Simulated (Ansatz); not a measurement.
`C=NB[SeH]` + `BB` → `BBB[SeH]` + `C=N`  (formal exchange of groups at a B–N bond)

Calculated with Ansatz (gas phase, PBE0-D4/def2-TZVP geometries, no zero-point term in ΔE). CCSD(T)/CBS adds triple-zeta CCSD(T) − MP2 to the extrapolated MP2 energy (def2 sets, frozen cores). This one scheme is used for every species. Functionals use def2-TZVPP. For Se outer-core shells are correlated without core-valence functions, which leaves a few kJ/mol of doubt a bond. Scalar relativity is left out up to krypton. One conformer a species, not always the lowest.

| level | ΔE (eV) |
| --- | --- |
| revPBE-D4 | 0.76 |
| r2SCAN0-D4 | 0.80 |
| BHLYP | 0.86 |
| CCSD/def2-SVP | 0.86 |
| HF/def2-TZVPP | 0.83 |
| SCS-MP2/def2-TZVPP | 0.80 |
| MP2/def2-QZVPP | 0.82 |
| HF/CBS(def2) | 0.83 |

(1) What does CCSD(T)/CBS give? (Estimate.)

Largest T1 diagnostic among the species: 0.014.

## Answers

(1) Computed: +0.73 eV. The listed levels differ from it by 0.03, 0.07, 0.13, 0.13, 0.10, 0.07, 0.09, 0.10 eV.

Leaving LDA and LC-ωPBE aside and taking each functional with its dispersion term where it has one, the values, not all of them listed here, spread over 0.16 eV, from B97M-V to CAM-B3LYP-D4. LDA lies +0.12 eV from PBE without D4. At CCSD(T), def2-SVP lies +0.13 eV from the extrapolated value and def2-TZVPP −0.01 eV.
